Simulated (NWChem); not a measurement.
# C₂H₂F₃O₂ cation; SMILES O=C([OH2+])C(F)(F)F

```xyz
9

O     -1.3213    -1.4686    -0.0122
C     -0.3630    -0.8352    -0.0242
O      0.9971    -1.5997     0.0159
C     -0.0341     0.6851     0.0025
F      0.0284     1.0627     1.2521
F      1.1487     0.8495    -0.5825
F     -0.9640     1.3156    -0.6465
H      0.9562    -2.5759    -0.0771
H      1.8172    -1.1839    -0.3273
```
Atoms are numbered in this order, from 1.

All runs: NWChem. Pople sets run with spherical d functions. Coordinates come from a PBE0/def2-SVP optimisation. Atomic charges in e: unrestrained fits to the electrostatic potential beside Mulliken populations; buried atoms are poorly determined by the fit.

Predict the results for Hartree-Fock/6-31G*. Quantities: ESP O1; Mulliken O1; ESP C2; Mulliken C2; ESP O3; Mulliken O3; ESP C4; Mulliken C4; ESP F5; Mulliken F5; relative RMS misfit of the potential (%).


```
Property                                  Value
----------------------------------------  -----
ESP O1                                    -0.24
Mulliken O1                               -0.30
ESP C2                                     0.59
Mulliken C2                                0.69
ESP O3                                    -0.59
Mulliken O3                               -0.86
ESP C4                                     0.73
Mulliken C4                                1.34
ESP F5                                    -0.16
Mulliken F5                               -0.34
relative RMS misfit of the potential (%)      2
```
